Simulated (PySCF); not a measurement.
Isomers of [C3H3F2O]- (charge -1), one GFN2-xTB conformer each. Single-point energies are computed at PBE0/pcSseg-1 (PySCF, gas phase, no added dispersion term), electronic only.

Problem. Rank them by PBE0/pcSseg-1 energy, lowest first (kJ/mol).
A. `[O-][C@H]1CC1(F)F`
B. `C/C(F)=C(/[O-])F`

Solution. B (0.0), A (161.2).

As drawn, the higher has a three-membered ring and two fluorines on one carbon, which the lower lacks. GFN2-xTB itself gives, in the same order: 0.0, 120.0. Both levels put the same isomer lowest.

---

Isomers of C4H2N2O, one GFN2-xTB conformer each. Single-point energies are computed at PBE0/pcSseg-1 (PySCF, gas phase, no added dispersion term), electronic only.

Question: Rank them by PBE0/pcSseg-1 energy, lowest first (kJ/mol).
A. `N#CC1=CC=NO1`
B. `C#CC1=NOC=N1`

Answer: A (0.0), B (107.8).

As drawn, the lower has a C≡N group, which the higher lacks; the higher has a C≡C bond, which the lower lacks. GFN2-xTB itself gives, in the same order: 0.0, 45.0. Both levels put the same isomer lowest.

Which frontier levels, dipoles and rotational constants go with these structures?

```
    SMILES  HOMO (eV, PBE0/pcSseg-1)  LUMO (eV)  dipole (D)      A, B, C (MHz)
N#Cc1ccno1                     -8.52      -2.20        3.92   9846, 2053, 1699
C#Cc1ncon1                     -8.17      -1.55        1.11  10362, 2060, 1718
```
